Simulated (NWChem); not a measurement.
System meant: HO₂, doublet; SMILES O[O]

NWChem input:

```
start job
memory heap 200 mb stack 900 mb global 1100 mb
geometry units angstroms noautoz
  O      0.099605     0.596864     0.000000
  O     -0.001059    -0.699437     0.000000
  H     -0.814793     0.942684     0.000000
end
basis spherical
  * library def2-svp
end
dft
  odft
  mult 2
  xc b3lyp
  iterations 4
  mulliken
end
task dft energy
```

End of the output:

```
     --------------------------
     Expectation value of S2:
     --------------------------
      <S2> =      0.7524 (Exact =     0.7500)

 center of mass
 --------------
 x =   0.04697238 y =  -0.05242116 z =   0.00000000

 moments of inertia (a.u.)
 ------------------
          51.449270118299           0.000000000000           0.000000000000
           0.000000000000           2.883407230279           0.000000000000
           0.000000000000           0.000000000000          54.332677348578

     Multipole analysis of the density
     ---------------------------------

     L   x y z        total         alpha         beta         nuclear
     -   - - -        -----         -----         ----         -------
     0   0 0 0     -0.000000     -9.000000     -8.000000     17.000000

     1   1 0 0     -0.668615     -0.366831     -0.301784      0.000000
     1   0 1 0      0.629145      0.633569     -0.004424     -0.000000
     1   0 0 1     -0.000000     -0.000000     -0.000000      0.000000

     2   2 0 0     -7.270214     -5.103865     -4.856779      2.690429
     2   1 1 0     -1.263278      0.034330      0.095456     -1.393065
     2   1 0 1     -0.000000     -0.000000     -0.000000      0.000000
     2   0 2 0     -7.867605    -18.648813    -16.506273     27.287481
     2   0 1 1     -0.000000      0.000000     -0.000000      0.000000
     2   0 0 2     -7.826007     -4.381089     -3.444918      0.000000

 ------------------------------------------------------------------------
 dft energy failed                                                                                  0
 ------------------------------------------------------------------------
 ------------------------------------------------------------------------
  current input line :
    18: task dft energy
 ------------------------------------------------------------------------
 ------------------------------------------------------------------------
 This type of error is most commonly associated with calculations not reaching convergence criteria
 ------------------------------------------------------------------------
 For more information see the NWChem manual at https://nwchemgit.github.io

0:dft energy failed:Received an Error in Communication
```

**Question.** What is wrong, and how is it mended?

**Answer.** Convergence was not reached. Cause: the SCF was allowed too few iterations. This input runs:
```
start job
memory heap 200 mb stack 900 mb global 1100 mb
geometry units angstroms noautoz
  O      0.099605     0.596864     0.000000
  O     -0.001059    -0.699437     0.000000
  H     -0.814793     0.942684     0.000000
end
basis spherical
  * library def2-svp
end
dft
  odft
  mult 2
  xc b3lyp
  iterations 150
  mulliken
end
task dft energy
```
It converges to -150.78538 Ha (B3LYP/def2-SVP, spin-unrestricted).
